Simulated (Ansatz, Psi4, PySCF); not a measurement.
CH3AlF2 (SMILES [CH3][Al]([F])[F]), singlet, geometry from GFN2-xTB (such geometries of metal compounds can be far from the true shape). Base run: WB97X-V/STO-3G run with PySCF.

The PySCF input:
```python
from pyscf import gto, scf, dft

mol = gto.Mole()
mol.atom = '''
    Al    0.051803    0.040118    0.002225
    C    -1.508056   -1.165732   -0.062339
    H    -1.306694   -2.038747   -0.683190
    H    -2.376647   -0.648902   -0.468207
    H    -1.760555   -1.537553    0.930633
    F     0.011008    1.601626   -0.529119
    F     1.524414   -0.412952    0.591994
'''
mol.basis = 'sto-3g'
mol.charge = 0
mol.spin = 0
mol.verbose = 4
mol.build()

mf = dft.RKS(mol)
mf.xc = 'wb97x_v'
mf.kernel()
```

The same geometry, method and basis name were run in Ansatz (a quantum-chemistry and plane-wave program) and Psi4 and PySCF, at each program's defaults and at the settings that a row names. The base is PySCF at its defaults. Differences at the defaults can come from grids, fitting, cores and function types together.

```json
[
 {"code and settings": "PySCF, defaults (exact integrals, its default grid, spherical functions)", "ΔE vs base (mEh)": "0.000", "basis functions": "27", "E (Eh)": "-475.73020", "SCF cycles": "9", "dipole (D)": "0.44"},
 {"code and settings": "Psi4, defaults (density fitting with its default set, its default grid, spherical functions)", "ΔE vs base (mEh)": "-1.545", "basis functions": "27", "E (Eh)": "-475.73175", "SCF cycles": "8", "dipole (D)": "0.44"},
 {"code and settings": "Ansatz, defaults (factorised integrals, its default grid, spherical functions)", "ΔE vs base (mEh)": "-0.011", "basis functions": "27", "E (Eh)": "-475.73021", "SCF cycles": "-", "dipole (D)": "-"},
 {"code and settings": "PySCF, density fitting with def2-universal-jkfit", "ΔE vs base (mEh)": "-1.612", "basis functions": "27", "E (Eh)": "-475.73181", "SCF cycles": "9", "dipole (D)": "0.44"},
 {"code and settings": "PySCF, fine grid", "ΔE vs base (mEh)": "-0.007", "basis functions": "27", "E (Eh)": "-475.73021", "SCF cycles": "9", "dipole (D)": "0.44"},
 {"code and settings": "Psi4, exact integrals, spherical functions, fine grid", "ΔE vs base (mEh)": "-0.009", "basis functions": "27", "E (Eh)": "-475.73021", "SCF cycles": "10", "dipole (D)": "0.44"},
 {"code and settings": "Ansatz, high accuracy", "ΔE vs base (mEh)": "-0.009", "basis functions": "27", "E (Eh)": "-475.73021", "SCF cycles": "-", "dipole (D)": "-"}
]
```
